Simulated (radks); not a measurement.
The numbers below are computed, except where a source is named.
Problem. The table gives one normalised radial function P(r) = r R(r) of Re3+ in [Xe] 4f14 5d4 (r in bohr). Level of theory: scalar-relativistic Kohn-Sham, Wu-Cohen GGA, spin-polarised, spherical densities, point nucleus; open shells are filled with parallel spins first (spin-orbit coupling, left out, can overturn this in heavy ions) (a radial shooting solver on a logarithmic mesh with Libxc functionals).

| r | P |
|---|---|
| 0.0022 | 0.0068 |
| 0.002957 | 0.0111 |
| 0.003976 | 0.0181 |
| 0.005345 | 0.0291 |
| 0.007187 | 0.0462 |
| 0.00974 | 0.0728 |
| 0.0131 | 0.1096 |
| 0.01761 | 0.1575 |
| 0.02367 | 0.2115 |
| 0.03182 | 0.2556 |
| 0.04279 | 0.2594 |
| 0.05799 | 0.1794 |
| 0.07796 | -0.0028 |
| 0.1048 | -0.2389 |
| 0.1409 | -0.3751 |
| 0.1895 | -0.2290 |
| 0.2547 | 0.1911 |
| 0.3452 | 0.5422 |
| 0.4642 | 0.3769 |
| 0.6241 | -0.2672 |
| 0.839 | -0.8926 |
| 1.128 | -1.0556 |
| 1.529 | -0.7549 |
| 2.055 | -0.3512 |
| 2.763 | -0.0997 |
| 3.715 | -0.0154 |
| 4.995 | -0.0011 |
| 6.716 | 0.0000 |

Which n and l does it have? It may be an empty orbital.

Solution. n = 5, l = 1: the number of nodes gives n - l - 1 = 3, the rise at small r (about r^(l+1), flatter next to the nucleus through relativity) gives l, and the extent must fit the shell. The curve is that of 5p up; the table hardly tells the two spins apart. 5p up: eigenvalue -77.591 eV, 3 radial nodes at r = 0.0777, 0.225, 0.560 bohr, <r> = 1.20 bohr, 90 % of the charge inside 1.75 bohr.
